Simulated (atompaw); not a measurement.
Te (Z = 52): one change to a PAW (atompaw) potential, before and after

tellurium (Te), PAW, made with atompaw 4.2.0.5 (PBE, scalar-relativistic). Core [Kr] 4d10, reference 5s2 5p4. Waves: 5s (bound): rc 2.15 bohr; 5s channel at -0.8 Ry: rc 2.15 bohr; 5p (bound): rc 2.15 bohr; 5p channel at 4.25 Ry: rc 2.15 bohr; 5d channel at 0.4 Ry: rc 1.70 bohr; 5d channel at 2.6 Ry: rc 1.70 bohr. Local part: ultrasoft scheme with l = 3 at 1 Ry, radius 1.85 bohr. Core correction: smooth core density matched at 2.00 bohr. Augmentation charge: sinc compensation charge, radius 1.90 bohr; PAW radius 2.15 bohr; waves and projectors: custom polynom2 7 10 vanderbiltortho.

Change: removed wave 5d channel at 2.6 Ry: rc 1.70 bohr.

Cutoffs: the cutoffs (Ry, on a coarse ladder) from which the occupation-weighted sum of valence levels, in a spherical-Bessel basis at the reference potential, stays within 10 and 1 mRy of its value at 400 Ry; they do not see the model core or the augmentation charge, which bear on the density cutoff.

**Question.** What does the change do?

**Answer.** The potential gets neither clearly harder nor softer (6 Ry and 15 Ry → 6 Ry and 15 Ry); the bound ghosts move from d, s to s; the range in which the d phases agree narrows (upper end at the end of the scan → 0.9).

| quantity | base | changed |
| --- | --- | --- |
| cutoff, loose | 6 Ry | 6 Ry |
| cutoff, tight | 15 Ry | 15 Ry |
| bound ghosts | s, d | s |
| s: phases at 2.16 bohr within 0.05 rad from the reference energy up to (Ry; the scan ends near 5) | to the end of the scan | to the end of the scan |
| p: phases at 2.16 bohr within 0.05 rad from the reference energy up to (Ry; the scan ends near 5) | 1.8 | 1.8 |
| d: phases at 2.16 bohr within 0.05 rad from the reference energy up to (Ry; the scan ends near 5) | to the end of the scan | 0.9 |
| lowest overlap eigenvalue by channel | s 0.01, p 0.14, d 0.76 | s 0.01, p 0.14, d 1.00 |

 A true bound ghost makes a file unfit for plane-wave use even where its test errors are small: the radial tests pick states by their node count and pass the ghost by. The cutoffs see the waves, projectors and local potential, not the compensation charge or the core.
